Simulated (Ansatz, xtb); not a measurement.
# Two isomers of C4H3B

Structure I is `C#CB1C=C1`, a singlet and structure II is `C#CBC#C`, a singlet. Both are isolated molecules in the gas phase, relaxed with BLYP-D3(BJ)/def2-SVP.

I (Å):

```yaml
atoms:
  - { symbol: C, position_ang: [-0.3023, 0.4474, 3.1717] }
  - { symbol: C, position_ang: [-0.0451, 0.5700, 1.9758] }
  - { symbol: C, position_ang: [0.8702, 0.2532, -0.7711] }
  - { symbol: C, position_ang: [0.2263, 1.4517, -0.7870] }
  - { symbol: B, position_ang: [0.2695, 0.7198, 0.5144] }
  - { symbol: H, position_ang: [-0.5281, 0.3398, 4.2224] }
  - { symbol: H, position_ang: [1.4160, -0.4131, -1.4552] }
  - { symbol: H, position_ang: [-0.0204, 2.2603, -1.4906] }
```

II (Å):

```json
{"atom": "C", "x (Å)": "0.3568", "y (Å)": "0.4217", "z (Å)": "3.1057"}
{"atom": "C", "x (Å)": "0.5846", "y (Å)": "0.3495", "z (Å)": "1.8978"}
{"atom": "C", "x (Å)": "0.0384", "y (Å)": "0.9535", "z (Å)": "-0.6262"}
{"atom": "C", "x (Å)": "-0.6368", "y (Å)": "1.5204", "z (Å)": "-1.4858"}
{"atom": "B", "x (Å)": "0.8859", "y (Å)": "0.2450", "z (Å)": "0.4142"}
{"atom": "H", "x (Å)": "0.1555", "y (Å)": "0.4860", "z (Å)": "4.1655"}
{"atom": "H", "x (Å)": "1.8321", "y (Å)": "-0.4246", "z (Å)": "0.0492"}
{"atom": "H", "x (Å)": "-1.2304", "y (Å)": "2.0185", "z (Å)": "-2.2391"}
```

Task: Estimate which is lower in electronic energy at CCSD(T)/def2-SVP + ΔMP2/def2-TZVPP, and by roughly how much.

Result: The CCSD(T)/def2-SVP + ΔMP2/def2-TZVPP calculation puts structure I lower, by 26.2 kJ/mol.

The same difference at several levels:

```csv
level,geometry,E(II) − E(I) (kJ/mol),departure from the last row (kJ/mol),"job, with rough time for the two"
GFN2-xTB,GFN2-xTB,−30.7,−56.9,"optimisation, 0.34 s"
HF/STO-3G,GFN2-xTB,+51.6,+25.4,"single point, 0.72 s"
r2SCAN-D4/def2-SVP,GFN2-xTB,+61.5,+35.3,"single point, 5.2 s"
BLYP-D3(BJ)/def2-SVP,BLYP-D3(BJ)/def2-SVP,+31.1,+4.8,"optimisation, 28 s"
HF/def2-SVP,BLYP-D3(BJ)/def2-SVP,+40.6,+14.4,part of the CCSD(T) run
MP2/def2-SVP,BLYP-D3(BJ)/def2-SVP,+42.2,+16.0,part of the CCSD(T) run
CCSD(T)/def2-SVP,BLYP-D3(BJ)/def2-SVP,+37.5,+11.3,single point
CCSD(T)/def2-SVP + ΔMP2/def2-TZVPP,BLYP-D3(BJ)/def2-SVP,+26.2,,"single point, 57 s"
```

As drawn, II has 1 C≡C, 1 B–H in place of 1 C–B, 1 C=C, 1 C–H. Structure I has a 3-membered ring, II no ring.

GFN2-xTB puts the two in the other order. The largest departure from CCSD(T)/def2-SVP + ΔMP2/def2-TZVPP is that of GFN2-xTB, 56.9 kJ/mol. The last row adds to CCSD(T) the change of the MP2 difference between the two basis sets, here −11.3 kJ/mol.

With harmonic frequencies from BLYP-D3(BJ)/def2-SVP (ideal gas, rigid rotor, one conformer each, 1000 K, 1 atm): the zero-point term adds −6.4 kJ/mol; ΔH is +24.1 and ΔG +7.3 kJ/mol.

The correlated steps freeze 5 core orbitals. Codes used: Ansatz 0.2.0, xtb 6.7.1; the last row on 1 thread of Intel(R) Xeon(R) Processor @ 2.50GHz (Skylake/Cascade Lake) on a shared host.
